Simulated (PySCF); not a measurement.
Below is a simulated gas-phase C 1s photoelectron spectrum of GeH3(pyrrolidide) (`[H][Ge]([H])([H])[N]1CCCC1`).

Every computed line was given a Gaussian of 0.6 eV full width at half maximum and an area set by the number of equivalent atoms; the highest printed point is 100. Computed, not measured: delta-SCF UKS SCAN, pcX-2 on the ionised atom, pcseg-1 elsewhere, spin-free X2C in PySCF 2.14.0.

binding energy (eV), intensity and a bar:
```
    289.5          0 
    289.6          1 
    289.7          3 #
    289.8          8 ##
    289.9         18 #####
    290.0         34 ##########
    290.1         56 #################
    290.2         79 ########################
    290.3         96 #############################
    290.4        100 ##############################
    290.5         92 ############################
    290.6         78 #######################
    290.7         67 ####################
    290.8         67 ####################
    290.9         77 #######################
    291.0         91 ###########################
    291.1        100 ##############################
    291.2         96 #############################
    291.3         80 ########################
    291.4         57 #################
    291.5         35 ##########
    291.6         18 #####
    291.7          8 ##
    291.8          3 #
    291.9          1 
    292.0          0
```

Q: How many maxima does the curve show, and how many computed lines lie under it?

A: The curve has 2 maxima (at 290.4 and 291.1 eV). Under it lie 2 lines from 2 inequivalent carbon sites.

Q: Decompose the envelope and assign each component. Bonds: Ge1–N5, N5–C6, N5–C9, C6–C7, C7–C8, C8–C9. Hydrogens: H2, H3, H4 on Ge1; H10, H11 on C6; H12, H13 on C7; H14, H15 on C8; H16, H17 on C9.

A: 
| position (eV) | relative area | line | atoms | environment |
| --- | --- | --- | --- | --- |
| 290.37 | 2 | C 1s | C7/C8 | carbon bonded to 2 C and 2 H |
| 291.13 | 2 | C 1s | C6/C9 | carbon bonded to C, N and 2 H |

Q: What are the centre and the root-mean-square width of the whole band?

A: The area-weighted mean of the lines is 290.75 eV. Their own spread about it is 0.38 eV (rms) and each Gaussian has σ = 0.6/2.355 = 0.25 eV; the variances add, which gives 0.46 eV.

Q: Above which line width would these two lines show one maximum?

A: Two equal Gaussians merge once their distance is under 2σ = FWHM/1.177. With 0.76 eV between them that is a full width over 0.89 eV.

The listed C 1s values span 0.76 eV, from C7/C8 (bonded to 2 C and 2 H) to C6/C9 (bonded to N, C and 2 H).

The curve has no shake-up lines and no vibrational structure. One atom of each set of topologically equivalent atoms was ionised and stands for the set; in this conformer not all members are related by symmetry, and their own values weren't computed. One conformer (not necessarily the lowest) at the PBE0-D3(BJ)/def2-SVP geometry, without solvent, vibrations or thermal averaging.
